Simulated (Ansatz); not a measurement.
A run for Ansatz (a first-principles code): R-CCSD(T)/cc-pV(D+d)Z on F4S (SMILES FS(F)(F)F). The basis file is the Basis Set Exchange's JSON of that set.

Ansatz 0.2 input:
```yaml
crystal:
  periodic: [false, false, false]
  atoms:
    - {symbol: S, position_ang: [-0.00000001, 0.00000000, -0.43806019]}
    - {symbol: F, position_ang: [1.66474132, 0.00000000, -0.33796947]}
    - {symbol: F, position_ang: [-1.66474131, -0.00000000, -0.33796947]}
    - {symbol: F, position_ang: [0.00000000, 1.20858529, 0.55694956]}
    - {symbol: F, position_ang: [0.00000000, -1.20858529, 0.55694956]}
basis:
  gaussian:
    orbitals: cc-pV_D+d_Z.json
magnetization: {spin_polarized: false}
correlation: {method: ccsd_t, electrons: outside_noble_gas}
scf: {lower_state_search: off}
```

It printed:

```
WARN ansatz: RAYON_NUM_THREADS=4 ignored (pool sized by the plan → 4); use --threads N
Functional definition: HF
these checks for a lower state are left out or cut short: stability, starts, cluster_reference, orbital_swaps, neighbouring_geometries, increment
integrals: 0.06 GiB planned
750 factors; integrals over basis functions are off by at most 6.4e-4 eV
mean field: 0.20 GiB planned
mean field evaluation 1: about -21631.9146 eV, gradient 5.3e1 eV
mean field evaluation 2: about -21632.5272 eV, gradient 5.5e1 eV
mean field evaluation 4: about -21637.8404 eV, gradient 3.4e0 eV
mean field evaluation 8: about -21637.9444 eV, gradient 3.5e-1 eV
mean field evaluation 16: about -21637.9453 eV, gradient 3.0e-6 eV
mean field -21637.94530170 eV, -795.1798231113 hartree, gradient 3.0e-6 eV, S^2 0.000000; 0 other end points of the search recorded, 0 dependent functions left out
9 core orbitals not correlated
reference -21637.94530170 eV, -795.1798231113 hartree; 17, 17 occupied and 53, 53 virtual orbitals, 750 factors
second order -24.78655526 eV of doubles, -0.00000000 eV of singles
coupled cluster: 0.21 GiB planned
cycle   1  -24.32125143 eV  change    4.7e-1 eV  update   1.2e-1
cycle   2  -24.88587812 eV  change   -5.6e-1 eV  update   3.8e-2
cycle   3  -25.03875107 eV  change   -1.5e-1 eV  update   1.9e-2
cycle   4  -25.02670034 eV  change    1.2e-2 eV  update   4.8e-3
cycle   5  -25.02150262 eV  change    5.2e-3 eV  update   2.8e-3
cycle   6  -25.02372973 eV  change   -2.2e-3 eV  update   9.2e-4
cycle   7  -25.02362557 eV  change    1.0e-4 eV  update   3.0e-4
cycle   8  -25.02334787 eV  change    2.8e-4 eV  update   9.6e-5
cycle   9  -25.02338292 eV  change   -3.5e-5 eV  update   3.4e-5
cycle  10  -25.02341333 eV  change   -3.0e-5 eV  update   1.1e-5
perturbative correction -0.55912135 eV, -0.0205473304 hartree
Total energy: -21663.52783638 eV, -796.1199639203 hartree
Checks for a lower state left out: stability, starts, cluster_reference, orbital_swaps, neighbouring_geometries, increment
```

The run converged.

Cost: very roughly 3 core-seconds.
